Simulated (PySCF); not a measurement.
**A ladder of Hamiltonians for Yb⁵²⁺ (ytterbium, charge +52)**

Occupied: 1s1/2, 2s1/2, 2p1/2, 2p3/2, 3s1/2, 3p1/2, 3p3/2. Hartree-Fock calculated with PySCF 2.14 in an uncontracted even-tempered set (17 s from 6.2 bohr⁻², ratio 2.7; 14 p from 7.5 bohr⁻², ratio 2.7), Gaussian nucleus throughout. NR is non-relativistic, sf-X2C the spin-free one-electron X2C Hamiltonian, X2C adds the bare one-electron spin-orbit term, X2C-SNSO screens it by Boettger's factors, DC is four-component Dirac-Coulomb, and the Gaunt term is added at first order (total energies over the DC spinors, levels after relaxing the spinors in that mean field). QED terms are absent. Levels marked empty are virtual spinors of this ion; the basis has s and p functions only, so 3d, which can lie below the n = 4 levels, is absent.

| Hamiltonian | E (hartree) | E − E(DC) (hartree) | CPU seconds |
| --- | --- | --- | --- |
| NR | -10773.0587 | 658.6527 | 0.52 |
| sf-X2C | -11414.0005 | 17.7109 | 0.31 |
| X2C | -11427.6591 | 4.0523 | 0.31 |
| X2C-SNSO | -11426.8382 | 4.8732 | 0.31 |
| DC | -11431.7114 | 0.0000 | 22 |
| DC+Gaunt | -11417.8211 | 13.8903 | 39 |

```json
{"level (eV)": "1s1/2", "NR": "-60848.9", "sf-X2C": "-65275.6", "X2C": "-65260.3", "X2C-SNSO": "-65261.2", "DC": "-65335.5", "DC+Gaunt": "-65126.3"}
{"level (eV)": "2s1/2", "NR": "-12870.5", "sf-X2C": "-14094.3", "X2C": "-14089.7", "X2C-SNSO": "-14090.0", "DC": "-14100.1", "DC+Gaunt": "-14077.1"}
{"level (eV)": "2p1/2", "NR": "-12473.0", "sf-X2C": "-12854.5", "X2C": "-13637.4", "X2C-SNSO": "-13611.4", "DC": "-13616.9", "DC+Gaunt": "-13579.4"}
{"level (eV)": "2p3/2", "NR": "-12473.0", "sf-X2C": "-12854.5", "X2C": "-12532.2", "X2C-SNSO": "-12541.0", "DC": "-12548.9", "DC+Gaunt": "-12523.4"}
{"level (eV)": "3s1/2", "NR": "-5092.1", "sf-X2C": "-5457.2", "X2C": "-5455.9", "X2C-SNSO": "-5456.0", "DC": "-5458.4", "DC+Gaunt": "-5453.0"}
{"level (eV)": "3p1/2", "NR": "-4925.4", "sf-X2C": "-5070.4", "X2C": "-5268.2", "X2C-SNSO": "-5261.7", "DC": "-5263.0", "DC+Gaunt": "-5253.9"}
{"level (eV)": "3p3/2", "NR": "-4925.4", "sf-X2C": "-5070.4", "X2C": "-4987.8", "X2C-SNSO": "-4990.0", "DC": "-4991.8", "DC+Gaunt": "-4985.5"}
{"level (eV)": "4s1/2 (empty)", "NR": "-2611.9", "sf-X2C": "-2749.3", "X2C": "-2749.0", "X2C-SNSO": "-2749.0", "DC": "-2749.8", "DC+Gaunt": "-2747.8"}
{"level (eV)": "4p1/2 (empty)", "NR": "-2548.3", "sf-X2C": "-2610.3", "X2C": "-2681.7", "X2C-SNSO": "-2679.3", "DC": "-2679.8", "DC+Gaunt": "-2676.5"}
{"level (eV)": "4p3/2 (empty)", "NR": "-2548.3", "sf-X2C": "-2610.3", "X2C": "-2580.6", "X2C-SNSO": "-2581.5", "DC": "-2582.0", "DC+Gaunt": "-2579.7"}
```

| interval (eV) | sf-X2C | X2C | X2C-SNSO | DC | DC+Gaunt |
| --- | --- | --- | --- | --- | --- |
| 2p3/2 − 2p1/2 | 1.083e-11 | 1105 | 1070 | 1068 | 1056 |
| 3p3/2 − 3p1/2 | -6.187e-12 | 280.4 | 271.6 | 271.3 | 268.4 |
| 4p3/2 − 4p1/2 | -5.035e-10 | 101.0 | 97.85 | 97.81 | 96.74 |

Weight of the small component: 1s1/2 0.0690, 2s1/2 0.0158, 2p1/2 0.0158, 2p3/2 0.0145, 3s1/2 0.00592, 3p1/2 0.00583, 3p3/2 0.00549, 4s1/2 0.00271, 4p1/2 0.00275, 4p3/2 0.00259.

Koopmans' value for the highest occupied level at DC+Gaunt: 4985.5 eV, against an ionisation energy of 4988 ± 4 eV (theoretical estimate listed by NIST; NIST Atomic Spectra Database, ionization energies); the former lacks relaxation, correlation, QED and recoil.

The whole ladder took 67 s of wall time on 1 thread of Intel(R) Xeon(R) Platinum 8175M CPU @ 2.50GHz (shared host), launched as `OMP_NUM_THREADS=1 python relrun2.py TASK.json OUT` (a driver that calls PySCF for each Hamiltonian).
